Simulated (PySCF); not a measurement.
Molecule: `[C-]#C/C=C(/C)OC`, [C6H7O]-.

Geometry (Å), atoms numbered from 1 in this order:
```xyz
14

C    -1.3760    2.9700    0.2419
C    -0.6075    2.0726   -0.1443
C     0.2929    1.0985   -0.6265
C     0.5479   -0.1407   -0.1634
C     1.5699   -1.0687   -0.7689
O    -0.0621   -0.7620    0.9558
C    -1.4193   -0.4584    1.1453
H     0.8814    1.3798   -1.5116
H     2.2339   -1.4583    0.0075
H     1.0920   -1.9294   -1.2515
H     2.1691   -0.5447   -1.5122
H    -1.6794   -0.7887    2.1539
H    -2.0505   -0.9932    0.4172
H    -1.5931    0.6227    1.0347
```

Total charge -1.

Frames of a GFN2-xTB Langevin trajectory at 300 K; GIAO PBE0/pcSseg-1 shieldings in PySCF 2.14.0 with density-fitted response routines, gas phase, non-relativistic; equivalent atoms averaged within each frame.

Scale: $^{13}$C (σref 186.93) and $^{1}$H (σref 31.72) against TMS; $^{17}$O (σref 336.08) against H2O (reference shieldings calculated alike). The references are static minima.

**Question.** How do the shifts (ppm) fluctuate along the trajectory?

**Answer.** 
| time (fs) | C1 | C4 | C2 | C3 | C7 | C5 | O6 | H12/H13/H14 | H8 | H9/H10/H11 |
| --- | --- | --- | --- | --- | --- | --- | --- | --- | --- | --- |
| 250 | 231.4 | 151.3 | 112.7 | 105.9 | 67.7 | 18.6 | 107.6 | 7.76 | 4.55 | 1.16 |
| 425 | 242.4 | 154.2 | 113.5 | 105.2 | 56.7 | 27.7 | 116.2 | 4.46 | 4.96 | 1.64 |
| 625 | 236.4 | 147.7 | 109.7 | 107.8 | 57.6 | 24.3 | 102.5 | 4.32 | 5.55 | 1.27 |
| 800 | 247.0 | 152.7 | 114.3 | 109.7 | 60.4 | 29.4 | 96.8 | 6.06 | 6.39 | 2.56 |
| 1000 | 234.6 | 155.9 | 110.6 | 109.6 | 56.7 | 27.1 | 95.8 | 4.89 | 5.44 | 1.96 |
| mean of frames | 238.4 | 152.4 | 112.2 | 107.6 | 59.8 | 25.4 | 103.8 | 5.50 | 5.38 | 1.72 |
| standard deviation | 6.3 | 3.1 | 2.0 | 2.1 | 4.7 | 4.2 | 8.4 | 1.44 | 0.69 | 0.57 |

5 frames give an uncertainty of the mean of about the standard deviation over 2.2 at best, since frames this close in time may not be independent; classical motion lacks zero-point vibration, and the reference would need the same averaging.
